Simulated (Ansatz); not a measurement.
```xyz
14

C     1.606   -0.858   -0.662
Si    0.420    0.112    0.403
F     1.226    0.636    1.703
Si   -1.353   -1.240    1.140
Si   -0.407    1.986   -0.747
H     1.095   -1.230   -1.554
H     2.442   -0.232   -0.985
H     2.007   -1.716   -0.117
H    -0.852   -2.433    1.878
H    -2.275   -0.478    2.025
H    -2.119   -1.708   -0.049
H     0.701    2.867   -1.210
H    -1.325    2.779    0.114
H    -1.165    1.515   -1.939
```

Charge 0, multiplicity 1.

(1) List the PBE/def2-TZVPP orbital energies in eV (Ansatz 0.2.0). (An estimate is asked.)

Results:

(1) The calculation gave: Occupied: -1780.41, -1779.49, -1779.49, -659.68, -268.91, -138.04, -137.29, -137.29, -94.84, -94.76, -94.73, -94.01, -94.01, -94.01, -94.01, -94.00, -94.00, -29.31, -17.64, -14.04, -13.24, -12.37, -10.55, -10.52, -10.25, -9.99, -9.63, -8.71, -8.60, -8.48, -8.47, -7.32, -6.52. Lowest empty: -1.51, -1.08, -0.21, -0.10, 0.22, 0.40, 0.79, 1.00.
